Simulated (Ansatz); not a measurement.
Relaxation of AlClF₂H₂ (6 atoms, charge 0, multiplicity 1), to a largest force component of 0.03 eV/Å in at most 50 steps.

Level of theory: Ansatz 0.2.0, RKS PBE0-D4/def2-SVP.

```xyz
6
Properties=species:S:1:pos:R:3
Al 0.020 -0.460 -0.478
Cl 0.023 -0.191 2.934
F 1.431 0.242 -0.974
F -1.417 0.198 -0.959
H 0.045 -1.781 0.359
H 0.043 -1.274 2.154
```

Where does it end, and by what steps?

The forces met the threshold. After 9 steps the energy has fallen by 0.345 eV; Cl2 moved furthest, 0.73 Å. Joined: Al1–Cl2 (3.42 → 2.60 Å).

```
step  energy less start (eV)  largest force component (eV/Å)  accepted
   0                  0.0000                           0.898       yes
   1                 -0.0503                           1.352       yes
   2                 -0.1059                           1.820       yes
   3                 -0.1595                           1.453       yes
   4                 -0.2651                           0.849       yes
   5                 -0.3144                           0.326       yes
   6                 -0.3418                           0.138       yes
   7                 -0.3437                           0.111       yes
   8                 -0.3440                           0.088       yes
   9                 -0.3449                           0.026       yes
```

```xyz
6
Properties=species:S:1:pos:R:3
Al 0.021 -0.516 -0.309
Cl 0.021 0.009 2.233
F 1.422 0.300 -0.679
F -1.409 0.253 -0.669
H 0.047 -2.074 -0.107
H 0.042 -1.239 2.567
```

Whether the end is a true minimum wasn't checked by a vibrational analysis.

Run time: 30 s on 1 thread of Arm Neoverse V1, on a shared host, peak memory 0.14 GiB.
